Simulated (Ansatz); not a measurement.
Relaxation of AlCl$_{2}$GeH$_{5}$O$_{2}$ (11 atoms, charge 0, multiplicity 1), to a largest force component of 0.03 eV/Å in at most 50 steps.

Level of theory: RHF/def2-SVP (Ansatz 0.2.0).

```xyz
11
Properties=species:S:1:pos:R:3
Ge -0.087 0.175 0.000
O -0.096 0.144 1.757
H -0.922 0.350 2.175
Cl 1.872 0.442 -0.756
H -0.988 1.292 -0.495
Cl -1.031 -1.623 -0.816
O 1.352 -2.142 1.192
Al 0.445 -3.520 0.743
H 0.993 -4.395 -0.441
H -0.698 -4.030 1.711
H 1.231 -1.611 1.990
```

Problem. Where does it end, and by what steps?

Solution. It converged. After 32 steps the energy has fallen by 0.092 eV; H3 moved furthest, 0.97 Å.

```json
{"step": "0", "energy less start (eV)": "0.0000", "largest force component (eV/Å)": "1.137", "accepted": "yes"}
{"step": "2", "energy less start (eV)": "-0.0237", "largest force component (eV/Å)": "0.704", "accepted": "no"}
{"step": "4", "energy less start (eV)": "-0.0662", "largest force component (eV/Å)": "0.227", "accepted": "yes"}
{"step": "6", "energy less start (eV)": "-0.0711", "largest force component (eV/Å)": "0.136", "accepted": "yes"}
{"step": "8", "energy less start (eV)": "-0.0751", "largest force component (eV/Å)": "0.239", "accepted": "yes"}
{"step": "10", "energy less start (eV)": "-0.0770", "largest force component (eV/Å)": "0.074", "accepted": "yes"}
{"step": "12", "energy less start (eV)": "-0.0795", "largest force component (eV/Å)": "0.075", "accepted": "yes"}
{"step": "14", "energy less start (eV)": "-0.0812", "largest force component (eV/Å)": "0.177", "accepted": "yes"}
{"step": "16", "energy less start (eV)": "-0.0843", "largest force component (eV/Å)": "0.150", "accepted": "yes"}
{"step": "18", "energy less start (eV)": "-0.0854", "largest force component (eV/Å)": "0.144", "accepted": "yes"}
{"step": "20", "energy less start (eV)": "-0.0861", "largest force component (eV/Å)": "0.269", "accepted": "no"}
{"step": "22", "energy less start (eV)": "-0.0875", "largest force component (eV/Å)": "0.084", "accepted": "yes"}
{"step": "24", "energy less start (eV)": "-0.0893", "largest force component (eV/Å)": "0.145", "accepted": "yes"}
{"step": "26", "energy less start (eV)": "-0.0899", "largest force component (eV/Å)": "0.237", "accepted": "yes"}
{"step": "28", "energy less start (eV)": "-0.0912", "largest force component (eV/Å)": "0.039", "accepted": "yes"}
{"step": "30", "energy less start (eV)": "-0.0920", "largest force component (eV/Å)": "0.049", "accepted": "yes"}
{"step": "32", "energy less start (eV)": "-0.0924", "largest force component (eV/Å)": "0.021", "accepted": "yes"}
```

```xyz
11
Properties=species:S:1:pos:R:3
Ge -0.229 0.369 -0.078
O -0.221 0.001 1.619
H -0.876 -0.593 1.961
Cl 1.708 1.096 -0.556
H -1.304 1.344 -0.502
Cl -0.581 -1.488 -1.158
O 1.764 -2.538 1.269
Al 0.381 -3.463 0.938
H 0.519 -4.696 -0.025
H -0.933 -3.177 1.783
H 1.843 -1.772 1.811
```

Run time: 65 s on 4 threads of Arm Neoverse V2 (shared host), peak memory 0.38 GiB.
